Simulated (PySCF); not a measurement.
C5H8O2S.
Bonds: O1–S2 (double), S2–O3 (double), S2–C4, C4–C5 (double), C5–C6, C6–C7, C7–C8, S2–C8. Hydrogens: H9 on C4; H10 on C5; H11, H12 on C6; H13, H14 on C7; H15, H16 on C8.

The closed-shell ground state was solved at several levels (PySCF, density fitting, gas phase, non-relativistic). One conformer (not necessarily the lowest) at the PBE0-D3(BJ)/def2-SVP geometry, without solvent, vibrations or thermal averaging.

```tsv
level	basis functions	HOMO (eV)	LUMO (eV)	gap (eV)	dipole (D)
CAM-B3LYP/def2-SVPD	237	-9.41	0.16	9.57	6.02
PBE0/pcSseg-1	183	-7.96	-0.89	7.07	5.64
```

(1) Estimate the row for CAM-B3LYP/pcSseg-1, a basis of 183 functions; the other rows only guide the guess.

(2) How far do the dipole and the HOMO energy spread over the levels?

Results:

(1) HOMO -9.29 eV, LUMO 0.28 eV, gap 9.57 eV, dipole 5.76 D.

(2) The dipole runs from 5.64 to 6.02 D (mean 5.81 D) and the HOMO from -9.41 to -7.96 eV.
